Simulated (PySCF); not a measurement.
Ge(H)(F)2(Me) (CH4F2Ge), SMILES [CH3][GeH]([F])[F].

The structure is a stationary point at B3LYP-D3(BJ)/def2-SVP.

Two levels are set side by side: TDDFT-PBE/def2-SVPD (PySCF) and TDDFT-ωB97X/def2-SVPD (PySCF). Vertical, same geometry. The lowest singlet is HOMO→LUMO+1 100 % with PBE and HOMO→LUMO+1 95 % with the other functional; states are paired by order. Differences are taken from unrounded values.

```json
[
 {"quantity": "lowest singlet excitation (eV)", "TDDFT-ωB97X": "8.56", "TDDFT-PBE": "7.66", "TDDFT-PBE minus TDDFT-ωB97X": "-0.90"},
 {"quantity": "lowest triplet excitation (TDA) (eV)", "TDDFT-ωB97X": "8.21", "TDDFT-PBE": "7.08", "TDDFT-PBE minus TDDFT-ωB97X": "-1.13"},
 {"quantity": "first bright state (f over 0.05) (eV)", "TDDFT-ωB97X": "9.45", "TDDFT-PBE": "7.97", "TDDFT-PBE minus TDDFT-ωB97X": "-1.48"},
 {"quantity": "its oscillator strength", "TDDFT-ωB97X": "0.32", "TDDFT-PBE": "0.08", "TDDFT-PBE minus TDDFT-ωB97X": "-0.24"}
]
```

Functionals without exact exchange tend to place singlet excitations lower, as here. Differences between two approximate levels are no errors against the true value.

Rough cost on one machine, each run with all the roots and properties that it gave: TDDFT-ωB97X against TDDFT-PBE about 8 times.
